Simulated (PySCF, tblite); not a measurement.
Isomers of C4H12Si3. All values are computed: GFN2-xTB (tblite) harmonic vibrations without scaling, gas phase. Against measured fundamentals such values can be off by several per cent, at times by over 20. Modes of hydrogen on silicon can be 10 to 20 % off. One conformer each.

Electronic energies: PBE0/pcSseg-1 single points on the GFN2-xTB geometries (PySCF, gas phase).

```
                         SMILES  electronic energy, lowest = 0 (kJ/mol)
C#C[C@@H](C)[SiH]([SiH3])[SiH3]                                   231.3
     C[Si@@H]1C=C[SiH2]C[SiH2]1                                     0.0
  [SiH3]C([SiH3])([SiH3])C1=CC1                                   293.4
     C#CC[SiH2][Si@@H](C)[SiH3]                                   191.0
       C#CCC[SiH]([SiH3])[SiH3]                                   236.3
        C#C[SiH2][SiH2][SiH2]CC                                   184.0
        [SiH3]C#C[SiH2]CC[SiH3]                                   176.9
     CC#C[SiH2][Si@@H](C)[SiH3]                                   142.5
```

How do GFN2-xTB zero-point energies change the relative energies?

```tsv
SMILES	ZPE (kJ/mol)	of it from modes above 1550 cm⁻¹	electronic (kJ/mol)	with ZPE, lowest = 0 (kJ/mol)	lowest mode (cm⁻¹)	rings
C[Si@@H]1C=C[SiH2]C[SiH2]1	357.7	199.7	0.0	0.0	27	1
CC#C[SiH2][Si@@H](C)[SiH3]	344.1	200.2	142.5	128.9	6i	0
[SiH3]C#C[SiH2]CC[SiH3]	335.9	191.4	176.9	155.1	13i	0
C#C[SiH2][SiH2][SiH2]CC	347.1	200.6	184.0	173.3	11	0
C#CC[SiH2][Si@@H](C)[SiH3]	343.4	202.1	191.0	176.6	19	0
C#C[C@@H](C)[SiH]([SiH3])[SiH3]	339.4	197.8	231.3	213.0	20	0
C#CCC[SiH]([SiH3])[SiH3]	340.1	197.0	236.3	218.6	38	0
[SiH3]C([SiH3])([SiH3])C1=CC1	328.0	187.5	293.4	263.7	32	1
```

The zero-point energies span 29.7 kJ/mol, from `[SiH3]C([SiH3])([SiH3])C1=CC1` to `C[Si@@H]1C=C[SiH2]C[SiH2]1`. Slightly imaginary modes are left out of the zero-point energy: `CC#C[SiH2][Si@@H](C)[SiH3]` 6.0i cm⁻¹ and `[SiH3]C#C[SiH2]CC[SiH3]` 12.9i cm⁻¹. The order is unchanged.

And how do the electronic energies of GFN2-xTB itself compare?

`C[Si@@H]1C=C[SiH2]C[SiH2]1` 0.0; `CC#C[SiH2][Si@@H](C)[SiH3]` 65.2; `[SiH3]C#C[SiH2]CC[SiH3]` 18.7; `C#C[SiH2][SiH2][SiH2]CC` 103.3; `C#CC[SiH2][Si@@H](C)[SiH3]` 97.2; `C#C[C@@H](C)[SiH]([SiH3])[SiH3]` 77.8; `C#CCC[SiH]([SiH3])[SiH3]` 84.4; `[SiH3]C([SiH3])([SiH3])C1=CC1` 83.6 kJ/mol, lowest = 0. Against the energies above, taken from the same isomer `C[Si@@H]1C=C[SiH2]C[SiH2]1`, the largest difference is 209.8 kJ/mol.
